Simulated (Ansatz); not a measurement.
AlSi₇H₁₆⁻, a doped cluster cut from the lattice of silicon (Al on a surface site), relaxed as a singlet with RKS PBE-D4/def2-SVP in Ansatz, starting from the GFN2-xTB geometry. Force threshold 0.03 eV/Å.

Start:

```xyz
24

Si   -0.797   -2.371   -0.708
Si   -0.826    2.155   -0.982
Si    2.483    0.016   -0.760
Si   -0.779    0.087    2.379
Al    1.571   -2.191   -1.363
Si    1.411    1.942   -1.531
Si   -1.392   -1.969    1.513
Si   -1.430    1.993    1.244
H    -1.543   -3.643   -0.958
H    -1.783   -1.458   -1.379
H    -1.455    3.379   -1.525
H    -1.603    1.120   -1.685
H     3.902    0.349   -1.102
H     2.571    0.370    0.697
H     0.689    0.160    2.477
H    -1.153    0.264    3.799
H     1.785   -2.371   -2.955
H     2.356   -3.400   -0.632
H     1.473    2.045   -3.006
H     2.007    3.251   -1.176
H    -2.821   -2.116    1.878
H    -0.810   -2.979    2.424
H    -2.890    2.157    1.410
H    -0.965    3.209    1.943
```

```csv
step,energy (eV),largest force component (eV/Å),SCF passes
1,-61951.3714,0.617,18
2,-61951.7027,0.280,16
3,-61951.7806,0.046,18
4,-61951.7849,0.027,19
```

Force components are those of the run's own axes.

End:

Cartesian coordinates in Å:
```
Si -0.8287 -2.3183 -0.7426
Si -0.8892 2.1165 -1.0313
Si 2.4766 0.0212 -0.6918
Si -0.6991 0.0994 2.4135
Al 1.5865 -2.2118 -1.3761
Si 1.4041 1.9442 -1.5453
Si -1.3856 -1.9727 1.5260
Si -1.4429 2.0102 1.2553
H -1.4894 -3.6720 -0.9831
H -1.7812 -1.3565 -1.4353
H -1.4520 3.4297 -1.5412
H -1.6644 1.0261 -1.7274
H 3.9119 0.2920 -1.1318
H 2.5205 0.3369 0.7950
H 0.8062 0.1717 2.4704
H -1.1864 0.2548 3.8417
H 1.6944 -2.3366 -2.9985
H 2.3921 -3.3584 -0.5421
H 1.4460 1.9932 -3.0597
H 2.0235 3.2535 -1.0908
H -2.8711 -2.0713 1.8229
H -0.7335 -2.9964 2.4341
H -2.9490 2.1108 1.3825
H -0.8894 3.2339 1.9558
```

By distances, no bond broke or formed. The bond that changes most is Si4–Si8, from 2.31 to 2.35 Å (atoms count from 1).

No frequencies were taken in this run, so the end may be a saddle point.

Hardware: 4 threads of AMD EPYC 9B45 on a shared host. Wall time 6 s.
